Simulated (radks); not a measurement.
Cl2+, configuration [Ne] 3s2 3p3 (the NIST ground configuration). Method: scalar-relativistic Kohn-Sham, exchange-only LDA, spin-unpolarised, spherical densities, finite nucleus; Fermi nuclear charge, rms radius 3.3654 fm; computed with a radial shooting solver on a logarithmic mesh with Libxc functionals.

Local quantities along the radius. ELF = 1/(1 + alpha^2) is the electron localisation function; alpha = (tau - tau_W)/tau_unif compares the Pauli kinetic energy density with that of the uniform gas; -r V(r) is the screened charge that the Kohn-Sham potential presents (atomic units); s = |grad rho|/(2 (3 pi^2)^(1/3) rho^(4/3)) is the reduced gradient; 4 pi r^2 rho is in e/bohr. tau is taken from the large components.

r (bohr)    ELF    alpha  -r V(r)       s  4 pi r^2 rho
0.004781  1.000  0.01160    16.76  0.4244        0.8163
0.006078  1.000  0.01221    16.70  0.4231         1.258
0.007665  1.000  0.01306    16.62  0.4249         1.888
0.009744  1.000  0.01431    16.51  0.4301         2.833
0.01239   1.000  0.01613    16.38  0.4391         4.171
0.01575   1.000  0.01882    16.21  0.4526         5.994
0.02002   0.999  0.02295    16.00  0.4716         8.353
0.02545   0.999  0.02959    15.74  0.4980         11.20
0.03209   0.998  0.04043    15.42  0.5325         14.20
0.0408    0.996  0.06084    15.03  0.5807         17.10
0.05186   0.990   0.1019    14.56  0.6450         19.11
0.06593   0.964   0.1929    14.00  0.7270         19.55
0.08382   0.856   0.4110    13.35  0.8158         18.16
0.1066    0.546   0.9122    12.61  0.8565         15.62
0.1344    0.274    1.626    11.80  0.7348         13.59
0.1708    0.258    1.696    10.88  0.4507         13.60
0.2172    0.490    1.020    9.886  0.2974         15.99
0.2761    0.753   0.5727    8.843  0.3440         18.74
0.3509    0.853   0.4145    7.796  0.4879         18.82
0.4461    0.844   0.4294    6.809  0.7040         14.92
0.5672    0.625   0.7752    5.912  0.9989         9.052
0.7153    0.165    2.247    5.123   1.106         4.832
0.9093    0.135    2.530    4.422  0.5294         3.525
1.156     0.617   0.7877    3.840  0.3784         3.860
1.469     0.851   0.4188    3.337  0.6391         3.630
1.868     0.817   0.4727    2.934   1.063         2.361
2.375     0.612   0.7958    2.636   1.822         1.008
2.995     0.237    1.792    2.415   3.389        0.2826
3.807     0.028    5.841    2.235   7.528       0.04401
4.84      0.001    28.60    2.109   20.62      0.003518

On this mesh the ELF has minima near r = 0.15, 0.81 bohr, which separate the shells, and maxima near 0.40 (0.86), 1.7 (0.85).

Self-consistent cycle (total energy in hartree, residual of the potential): 1: -456.419224, 4e+00; 2: -457.094640, 2e+00; 3: -457.439263, 1e-01; 4: -457.440109, 7e-02; 5: -457.440436, 4e-03; 6: -457.440438, 5e-04; 7: -457.440438, 1e-04; 8: -457.440438, 7e-06; 9: -457.440438, 3e-06; 10: -457.440438, 2e-06; 11: -457.440438, 9e-07; 12: -457.440438, 1e-09.
